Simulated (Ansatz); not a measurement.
A nudged elastic band was laid between two geometries of CH8AlNSi2 (13 atoms, charge 0, multiplicity 1).

Computed with Ansatz 0.2.0, RKS CAM-B3LYP/STO-3G.

- movable images: 6
- climbing image: no
- spring: 5.0 eV/Å²
- optimiser: quadratic models (default)
- start path: through a guess of the saddle point
- force threshold: 0.05 eV/Å
- iteration limit: 60
- end points: relaxed

Image 0:

```xyz
13
Properties=species:S:1:pos:R:3
Si -2.243 0.160 0.176
Si -0.241 1.177 -0.052
N 1.072 0.075 -0.365
C 1.499 -1.093 0.543
Al 2.406 -0.725 -1.022
H -2.303 -0.669 1.351
H -3.299 1.133 0.286
H -2.550 -0.674 -0.956
H -0.293 2.112 -1.149
H 0.016 1.948 1.144
H 0.742 -1.888 0.654
H 1.838 -0.794 1.548
H 3.376 -0.796 -2.143
```

Image 7:

```xyz
13
Properties=species:S:1:pos:R:3
Si -2.235 0.185 0.226
Si -0.208 1.176 0.147
N 1.071 0.109 -0.359
C 1.468 -1.207 0.336
Al 2.378 -0.608 -1.153
H -3.261 1.151 0.519
H -2.578 -0.434 -1.027
H -2.302 -0.831 1.242
H -0.245 2.281 -0.780
H 0.080 1.734 1.450
H 0.689 -1.987 0.320
H 1.822 -1.090 1.374
H 3.340 -0.514 -2.280
```

Question: What changes between the two ends?

Answer: No bond is made or broken. The dihedral H8–Si1–Si2–N3 goes from -54 to 66°. The two ends are copies of one structure, up to a mirror image or an exchange of like atoms.

Question: What energy profile does the band end with?

Answer: It converged. The highest image is number 4 of 0 to 7, 2.1 kJ/mol above the ends, which have the same energy within 2 meV. No image climbed, so the highest image needn't sit at the top of the path. Limits of this set-up: minimal basis.

| image | path coordinate (Å) | energy (kJ/mol) | dihedral H8–Si1–Si2–N3 (°) |
| --- | --- | --- | --- |
| 0 | 0.00 | 0.0 | -54 |
| 1 | 0.65 | 0.4 | -41 |
| 2 | 1.31 | 1.3 | -23 |
| 3 | 1.96 | 2.1 | -5 |
| 4 | 2.62 | 2.1 | 13 |
| 5 | 3.27 | 1.3 | 31 |
| 6 | 3.93 | 0.4 | 48 |
| 7 | 4.58 | 0.0 | 66 |

Question: What is the geometry of the highest image?

Answer: 
```xyz
13
Properties=species:S:1:pos:R:3:forces:R:3
Si -2.239 0.207 0.232 0.02 0.00 0.02
Si -0.204 1.181 0.095 -0.04 0.00 -0.01
N 1.063 0.082 -0.379 0.02 0.02 0.00
C 1.424 -1.232 0.337 0.03 0.00 0.00
Al 2.427 -0.618 -1.087 -0.02 -0.02 0.00
H -2.908 0.567 1.454 -0.01 0.00 0.00
H -3.095 0.605 -0.855 0.01 0.00 -0.01
H -2.151 -1.229 0.198 0.00 0.00 0.00
H -0.234 2.251 -0.873 0.01 0.01 0.00
H 0.107 1.788 1.371 -0.01 -0.01 0.00
H 0.652 -2.016 0.271 0.00 0.00 0.00
H 1.713 -1.116 1.394 0.00 0.00 0.00
H 3.464 -0.505 -2.143 0.00 -0.01 0.00
```

The band took 16 iterations and of the order of 6 core-minutes.

Run time: 6 min on 1 thread of Arm Neoverse V1, with other jobs on the host, peak memory 0.13 GiB.
